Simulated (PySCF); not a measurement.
**Fractional electron number in Fe (iron, neutral)**

The 4s beta orbital of [Ar] 3d6 4s2 is emptied in steps (occupation f), with all orbitals relaxed, ending at [Ar] 3d6 4s1. All numbers are calculated (PySCF 2.14, the non-relativistic Hamiltonian (point nucleus), in aug-cc-pVTZ). The exact energy is a straight line in f; departures are measured from the line between the end points of the same method.

Q: Among UHF, LDA, PBE, which shows the largest delocalisation error (convex curve), and which is closest to linear?

A: Most convex: LDA (-0.776 eV at f = 0.5); closest to linear: UHF (0.047 eV).

```tsv
f	UHF (eV)	LDA (eV)	PBE (eV)
1	0.000	0.000	0.000
0.75	0.038	-0.580	-0.560
0.5	0.047	-0.776	-0.752
0.25	0.033	-0.583	-0.568
0	0.000	0.000	0.000
```

| method | E(f=0) − E(f=1) (eV) | −ε at f=1 (eV) | −ε at f=0.5 (eV) |
| --- | --- | --- | --- |
| UHF | 6.363 | 6.584 | 6.351 |
| LDA | 8.034 | 4.962 | 8.025 |
| PBE | 7.730 | 4.767 | 7.707 |

Reference removal energy between the ground levels: 7.902 eV (measured; NIST Atomic Spectra Database, ionization energies). The calculation has no spin-orbit coupling. UHF lacks correlation.
